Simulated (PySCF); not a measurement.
Computed shifts of a molecule C₂H₆BNO, B3LYP/pcSseg-1 in PySCF, GIAO, gas phase, atoms alike by connectivity averaged where their shifts nearly agree, in ppm (number of nuclei): ¹³C: 145.5 (1), 143.5 (1). ¹H: 6.79 (1), 6.38 (1), 6.09 (1), 2.86 (1), 2.66 (1), 2.19 (1). ¹⁵N: 75.4 (1). References: ¹¹B against BF3 (σ = 86.3 ppm); ¹³C against TMS (σ = 181.3 ppm); ¹H against TMS (σ = 31.68 ppm); ¹⁷O against H2O (σ = 333.8 ppm); ¹⁵N against NH3 (σ = 265.5 ppm), references at their B3LYP-D3(BJ)/def2-TZVP geometries, non-relativistic. Coordinates come from a r2SCAN-D4/def2-SVP optimisation. Other conformers were not sampled.

**Question.** Which molecule gave these data?
A) C=CB(N)O
B) BO.CC#N
C) NB1CCO1
D) NB1COC1

**Answer.** A, C=CB(N)O
